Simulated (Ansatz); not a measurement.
Reaction (ligand exchange at the Si–O bond): `CO[SiH2]CF` + HBr → `FC[SiH2]Br` + CH₃OH

Isolated molecules relaxed with PBE0-D4/def2-TZVP in Ansatz; ΔE leaves out vibrations. CCSD(T)/CBS is the MP2 limit (def2-TZVPP, def2-QZVPP) plus CCSD(T) − MP2 in def2-TZVPP, frozen cores. This one scheme is used for every species. For Br outer-core shells are correlated without core-valence functions, which leaves a few kJ/mol of doubt a bond. Scalar relativity is left out up to krypton. One conformer a species, not always the lowest.

```
             level  ΔE (eV)
SCS-MP2/def2-TZVPP     0.02
    MP2/def2-QZVPP    -0.05
```

Question: What does CCSD(T)/CBS give? (An estimate is asked.)

Answer: Computed: -0.04 eV. The listed levels differ from it by 0.06, -0.01 eV.

Largest T1 diagnostic among the species: 0.011.
